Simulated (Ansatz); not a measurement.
AsP3. The state is a singlet with charge 0. Geometry r2SCAN-D4/def2-SVP; atoms count from 1.

```
atom   x (Å)   y (Å)   z (Å)
  P1  -0.074   1.149   1.296
  P2  -1.140   0.308  -0.364
  P3   0.753  -0.725   0.660
 As4   0.461  -0.731  -1.591
```

The restricted singlet is unstable towards broken spin symmetry at other levels; at PBE0-D4/def2-TZVP this wasn't settled. The geometry of the singlet was relaxed on an unsound state (restricted singlet, unstable towards broken spin symmetry at other levels and untested here). Another isomer (singlet) lies 2.30 eV lower at PBE0-D4/def2-TZVP; other spin states weren't run for this one.

Question: Estimate the Mulliken populations from the PBE0/def2-TZVP orbitals of Ansatz.

Answer: 
| atom | charge (e) |
| --- | --- |
| P1 | -0.06 |
| P2 | 0.03 |
| P3 | 0.03 |
| As4 | 0.01 |
Mulliken values and Mayer orders depend strongly on the basis.

Question: And the Mayer bond orders between bonded heavy atoms (over 0.3)?

Answer: P1–P2 1.26 (2.14 Å); P1–P3 1.26 (2.14 Å); P2–P3 0.76 (2.39 Å); P2–As4 1.22 (2.27 Å); P3–As4 1.22 (2.27 Å). Values over 0.3 also appear between atoms too far apart for a bond (P1–As4 0.43 at 3.49 Å); they arise where an orbital or an unpaired electron spreads over both atoms.
